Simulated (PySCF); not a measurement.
WO2, SMILES [O]=[W]=[O] (connectivity only; charge and spin as stated), neutral, multiplicity 3.

The structure is a stationary point at B3LYP-D3(BJ)/def2-TZVP. The multiplicity is an assumed one; other spin states were not compared. The def2 effective core potentials stand for the cores of W; spin–orbit coupling is left out.

Computed with PBE/def2-TZVPD in PySCF.

Gas-phase values at a fixed geometry.

Q: Estimate the frontier levels, dipole moment and polarisability. (An estimate is asked for; the answer gives what the named calculation found.)

A: 
```json
{
  "α spin, highest occupied and lowest empty level": "-5.13 and -4.34 eV",
  "β spin, highest occupied and lowest empty level": "-7.56 and -4.41 eV",
  "dipole_moment": "3.69 D",
  "quadrupole, principal values (traceless, Buckingham form, about the centre of nuclear charge)": "-6.20, 2.88, 3.32 D·Å",
  "mean_static_polarisability": "52.8 bohr³ (7.82 Å³)",
  "polarisability_principal_values": "50.6, 51.9, 55.9 bohr³",
  "⟨S²⟩": "2.013 (pure state 2.00)"
}
```
